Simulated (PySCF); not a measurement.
Compound: C3H8BFO.
Geometry (PBE0-D3(BJ)/def2-SVP, Å), atoms numbered from 1 in this order:
```xyz
14
C3H8BFO angstrom
B      1.8619   -0.3814   -0.4057
O      1.2309   -0.1594    0.7578
C     -0.1482    0.0809    0.9176
C     -0.5425    1.3870    0.2641
C     -0.9582   -1.1193    0.4809
F     -0.3130    0.2257    2.2692
H      1.2564   -0.3900   -1.4576
H      3.0526   -0.5718   -0.3458
H      0.0769    2.1946    0.6784
H     -1.5981    1.6074    0.4722
H     -0.3947    1.3390   -0.8235
H     -0.8460   -1.2928   -0.5980
H     -0.6106   -2.0060    1.0288
H     -2.0206   -0.9562    0.7066
```

Computed with PySCF at CAM-B3LYP/def2-SVPD, non-relativistic, on one gas-phase PBE0-D3(BJ)/def2-SVP geometry that isn't relaxed in the solvent. The solvent is an IEF-PCM continuum (Bondi radii, 1.10 Å for H, scaled by 1.2). Specific hydrogen bonds and non-electrostatic terms are outside this model.

Gas phase at CAM-B3LYP/def2-SVPD: HOMO -10.22 eV, LUMO 0.38 eV, dipole 2.47 D.

Q: What does the continuum do to the energy, the frontier levels and the dipole at CAM-B3LYP/def2-SVPD in chloroform and acetonitrile?

A: 
```tsv
solvent	ε	E(solvent) − E(gas) (kJ/mol)	polarisation term (kJ/mol)	distortion of the solute (kJ/mol)	HOMO (eV)	LUMO (eV)	dipole (D)
chloroform	4.711	-11.63	-13.07	1.44	-10.20	0.47	2.99
acetonitrile	35.69	-16.27	-19.27	3.00	-10.20	0.49	3.24
```

Polarisation term: ½ Σ q·V over the induced surface charges. Distortion: the rise of the solute's own energy as its density leaves the gas-phase optimum. From chloroform to acetonitrile the lowering changes by a factor 1.40, Onsager's factor (ε − 1)/(2ε + 1) by 1.35 and ε itself by 7.6.

Q: Which radius a makes the point-dipole formula ΔE = −[(ε − 1)/(2ε + 1)]·μ²/a³ give the value in acetonitrile, with the gas-phase dipole?

A: μ = 0.971 au and |ΔE| = 0.00620 Eh give a = 2.21 Å; the farthest nucleus lies 3.16 Å from the centroid of the nuclei, so such a sphere wouldn't even hold the nuclei. The formula assumes a rigid point dipole at the centre of a sphere.

Q: Give the dipole vector in the frame of the coordinates (D, pointing from negative to positive charge), gas and acetonitrile.

A: Gas (-1.55, 0.09, -1.91), solvent (-1.99, 0.10, -2.55). Its length changes by +31 % and its direction by 1°.

Q: How does the static polarisability (CAM-B3LYP/def2-SVPD, frozen core, with the continuum's full static response) change?

A: 
| medium | isotropic (au) | principal values (au) | ⟨r²⟩ of the electrons (bohr²) |
| --- | --- | --- | --- |
| gas | 56.7 | 52.9, 53.5, 63.8 | 559.7 |
| chloroform | 67.7 | 63.2, 64.5, 75.4 | 559.6 |
| acetonitrile | 72.8 | 67.6, 70.5, 80.3 | 559.5 |

The isotropic value in acetonitrile is 1.28 times the gas-phase one; no cavity-field correction is applied. ⟨r²⟩ is taken about the centre of nuclear charge.
